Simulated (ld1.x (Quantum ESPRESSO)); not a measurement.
Results of a calculation; reference values are marked as such.
# Potentials for Bi (Z = 83) compared

Generated with ld1.x 7.5 (TM, RRKJ, ultrasoft, PAW), atompaw 4.2 or ONCVPSP 4.0.1. The cutoff is in Ry: for ld1.x and atompaw files where the sum of valence levels is converged to 10 mRy in a Bessel basis, for ONCV files where the hardest occupied wave has 1 mHa per electron of residual kinetic energy. The error is the largest all-electron minus pseudo excitation energy over each file’s own four to seven test configurations (ionisations up to +4, promotions, holes and added fractions of an electron), all of which were solved. The labels leave out finer settings (local radius, basis sizes, second energies), which also bear on the numbers. Spin-polarised tests are not counted. The rows are a selection from randomly drawn settings: files with unsolved tests, undetermined cutoffs or missed reference levels are left out.

A true bound ghost makes a file unfit for plane-wave use even where its test errors are small: the radial tests pick states by their node count and pass the ghost by.

```tsv
potential	cutoff (Ry)	largest error (meV)	bound ghosts
TM semilocal, PBE, scalar-relativistic, rc 1.70/2.45/1.05/2.10 (spdf), local p, core correction yes, reference 5d10 6s1.75 6p3.25	80	-59	none
TM, LDA (PZ), scalar-relativistic, rc 1.55/2.05/1.95 (spd), local p, core correction no, reference 6s2 6p2.5	50	+497	d
ultrasoft, PBEsol, scalar-relativistic, rc 2.20/2.05/1.65 (spd), local smoothed, core correction yes, reference 6s2 6p2.5	12	-900	d
TM, PBE, fully relativistic, rc 1.45/1.85/1.85 (spd), local s, core correction no, reference 6s2 6p3	60	+176	p3/2, p1/2, d3/2, d5/2
```

(1) Fill in the row for Bi: PAW, LDA (PZ), scalar-relativistic, rc 2.00/2.35/2.00 (spd), local smoothed, core correction yes, reference 5d10 6s2 6p3.

(2) Fill in the row for Bi: TM, LDA (PZ), scalar-relativistic, rc 1.75/2.10/2.30 (spd), local s, core correction no, reference 6s2 6p2.

## Answers

(1) cutoff 30 Ry, largest error -25 meV, bound ghosts: none.

(2) cutoff 30 Ry, largest error +109 meV, bound ghosts: d.
